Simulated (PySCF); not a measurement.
# Static response to an electric field

Compound: 1-phenyl-1-propyne, C₉H₈.
Numbering: `[CH3:1][C:2]#[C:3][c:4]1[cH:5][cH:6][cH:7][cH:8][cH:9]1` (hydrogens: H10, H11, H12 on C1; H13 on C5; H14 on C6; H15 on C7; H16 on C8; H17 on C9)

Cartesian coordinates in Å at the PBE0-D3(BJ)/def2-SVP level; atoms count from 1:
```xyz
17
C9H8 angstrom
C      3.7772   -0.8318   -0.1234
C      2.3637   -0.5303    0.0181
C      1.1810   -0.2791    0.1388
C     -0.2099    0.0157    0.2807
C     -0.6760    1.3360    0.1489
C     -2.0302    1.6212    0.2877
C     -2.9402    0.5995    0.5597
C     -2.4883   -0.7135    0.6923
C     -1.1357   -1.0069    0.5549
H      4.2598   -0.9496    0.8602
H      4.3040   -0.0273   -0.6602
H      3.9306   -1.7671   -0.6844
H      0.0395    2.1328   -0.0637
H     -2.3789    2.6514    0.1827
H     -4.0032    0.8271    0.6682
H     -3.1968   -1.5175    0.9053
H     -0.7777   -2.0331    0.6585
```

Level: CAM-B3LYP/def2-SVPD (PySCF), static field, nuclei fixed, core orbitals frozen in the response. The polarisability tensor in these axes (au):

```
x   165.15 -15.04 -11.32
y   -15.04 101.01  -3.74
z   -11.32  -3.74  64.27
```

Q: Diagonalise the tensor; give its mean and Δα, where Δα² is half the sum of the squared differences of the eigenvalues.

A: Principal values 62.23, 98.70 and 169.50 au; mean 110.14 au = 16.32 Å³ = 18.16 × 10⁻⁴⁰ C²·m²/J; Δα = 94.47 au (86 % of the mean).

Q: What is the dipole moment, and where does it point?

A: (0.46, -0.10, -0.04) D, 0.47 D in size, pointing from the negative to the positive side. Measured along this direction, the outermost atoms are H15 at the negative end and H10, H12 and H11 at the positive end.

Q: What would n − 1 = 2πNα be for an ideal gas of these molecules at 400 K and 1 atm, electronic part alone?

A: N = p/kT = 1.8347 × 10¹⁹ cm⁻³, so n − 1 = 2π × N × 16.32 × 10⁻²⁴ cm³ = 1882 × 10⁻⁶ at long wavelengths, for an ideal gas.

Q: Sum over states: ᾱ = Σ f/ω², ω in Eh. What share falls to these 10 lowest TDDFT singlets (eV, f)? 5.14, 0.0001; 5.22, 0.3820; 5.46, 0.0001; 6.31, 0.0016; 6.34, 0.0027; 6.45, 0.2805; 6.59, 0.2063; 6.94, 0.0028; 6.97, 0.0026; 7.14, 0.0243.

A: They add up to 19.41 au, 17.6 % of the 110.14 au; the largest single term is 10.37 au, from the state at 5.22 eV. Terms in order: 0.00, 10.37, 0.00, 0.03, 0.05, 5.00, 3.52, 0.04, 0.04, 0.35 au. Higher excitations give the rest. The strengths listed sum to 0.903.

Q: Molar refractivity from α?

A: Lorentz–Lorenz: R = (4π/3)N_A α = 2.5225 cm³/(mol·Å³) × 16.32 Å³ = 41.2 cm³/mol, in the limit of long wavelengths.

Q: Give the principal axes and the span of the nuclei along them.

A: Largest value along (0.97, -0.21, -0.10), where the nuclei span 8.39 Å; middle along (0.19, 0.97, -0.17), 4.31 Å; least along (0.13, 0.14, 0.98), 1.68 Å. The response follows the extents in order.

Q: What depolarisation ratio follows for Rayleigh scattering of linearly polarised light, taking the static tensor?

A: ρ = 3Δα²/(45ᾱ² + 4Δα²) = 26775.6/(545929 + 35700.8) = 0.046.

Geometry: PBE0-D3(BJ)/def2-SVP; no solvent, vibrations or thermal averaging.
